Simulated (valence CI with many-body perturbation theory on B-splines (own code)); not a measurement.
Which ion has this spectrum?

A relativistic CI+MBPT calculation for an atom or ion with 8 electrons gives these levels (cm⁻¹):

```csv
J,Parity,E,g
2,even,0,1.50
1,even,2722,1.50
0,even,3819,
2,even,41328,1.00
0,even,88518,
2,odd,323072,1.50
1,odd,325547,1.50
0,odd,326855,
1,odd,451770,1.00
0,even,755779,
2,odd,893795,2.00
1,odd,912525,2.00
2,odd,960686,1.17
3,odd,960703,1.33
```

The energies are calculated, with errors of about 240 cm⁻¹, more in some levels.

Question: Which is it?
A. Mg4+
B. Al5+
C. P7+
D. Na3+

Answer: B. Al5+, ground level 2s2.2p4 3P_2.
